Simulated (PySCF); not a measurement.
Several compounds and their computed core spectra got separated.

Method used: PySCF 2.14.0, delta-SCF UKS SCAN, pcX-2 on the ionised atom, pcseg-1 elsewhere, spin-free X2C. Geometries: PBE0-D3(BJ)/def2-SVP; isolated species, one conformer each.

Line lists (1s up to Mg, 2p3/2 beyond; areas count atoms within a level, one atom standing for each set equivalent by bonding):
1. C 1s: 293.40 eV; N 1s: 406.09 eV; O 1s: 537.03 eV; Si 2p3/2: 106.89 eV; P 2p3/2: 136.57 eV
2. C 1s: 291.65 (area 1), 292.49 (area 1), 293.18 (area 1), 294.72 (area 1) eV; N 1s: 405.28 eV; O 1s: 540.34 eV
3. B 1s: 195.10 eV; C 1s: 289.98 (area 1), 290.01 (area 1), 290.08 (area 1), 290.40 (area 1), 290.56 (area 1), 290.61 (area 1), 292.48 (area 1) eV; F 1s: 691.79 eV

Structures:
A. `C=C[C@@H]1BC[C@H](F)[C@@H]1C`
B. `NC(=O)[SiH2]P`
C. `N#CCC=C=O`

Question: Which list belongs to which compound?

Answer: 
- 1 = B: no other candidate has this set of levels. C 1s: 293.40 carbonyl carbon; N 1s: 406.09 nitrogen bound to a carbonyl carbon; O 1s: 537.03 carbonyl oxygen; Si 2p3/2: 106.89 SiH2 silicon; P 2p3/2: 136.57 three-coordinate phosphorus.
- 2 = C: no other candidate has this set of levels. C 1s: 291.65 outer carbon of cumulated double bonds, 292.49 nitrile carbon, 293.18 sp3 carbon next to a nitrile, 294.72 central carbon of a ketene; N 1s: 405.28 nitrile nitrogen; O 1s: 540.34 oxygen bonded to C.
- 3 = A: no other candidate has this set of levels. B 1s: 195.10 three-coordinate boron; C 1s: 289.98 sp3 carbon bound to boron, 290.01 sp3 carbon bound to boron, 290.08 terminal =CH2 carbon, 290.40 methyl carbon, 290.56 sp3 CH carbon, 290.61 alkene CH carbon, 292.48 sp3 C–F carbon; F 1s: 691.79 alkyl fluorine.

Spin–orbit coupling isn't in the SCF: each 2p doublet comes from a relaxed spin-free hole plus a matrix of the shell (mean-field spin–orbit coupling and the ground-state 2p splitting), with 2p3/2 averaged over its two sublevels. 2 of these hole states are spin-contaminated (⟨S²⟩ up to 0.91, against 0.75; counted from 0.85) and less certain.
